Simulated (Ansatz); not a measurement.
Basis-set series for CH9BSi3 (`[SiH3][SiH2]B1C[SiH2]1`). The species carries charge 0 and has multiplicity 1. Geometry: relaxed with PBE0-D4/def2-TZVP. It is one conformer, not always the lowest.

Z-matrix (Å, degrees):
```
Si
Si 1 2.345
H 1 1.488 2 110.3
H 1 1.488 2 110.3 3 119.7
H 1 1.488 2 110.8 3 -120.1
B 2 1.978 1 106.8 3 -61.0
H 2 1.493 1 108.2 3 61.9
H 2 1.491 1 107.6 3 178.7
Si 6 1.905 2 138.7 1 -117.4
C 6 1.489 2 135.9 1 122.7
H 9 1.480 6 126.6 2 151.9
H 9 1.486 6 122.3 2 -31.7
H 10 1.094 6 124.3 2 -152.0
H 10 1.089 6 123.0 2 9.9
```

```csv
functional,basis,functions,energy (Eh),HOMO (eV),LUMO (eV)
PBE0-D4,def2-SVP,127,-936.00130,-6.88,-1.95
PBE0-D4,def2-QZVPP,594,-936.40738,-6.86,-2.00
ωB97M-V,def2-SVP,127,-936.31716,-8.89,0.02
ωB97M-V,def2-QZVPP,594,-936.72836,-8.90,-0.11
```

(1) Give the rows for def2-TZVPP. (An estimate is asked.)

## Answers

(1) Ansatz gave: 
```
functional       basis  functions  energy (Eh)  HOMO (eV)  LUMO (eV)
   PBE0-D4  def2-TZVPP        314   -936.37458      -6.86      -1.98
   ωB97M-V  def2-TZVPP        314   -936.69765      -8.89      -0.08
```
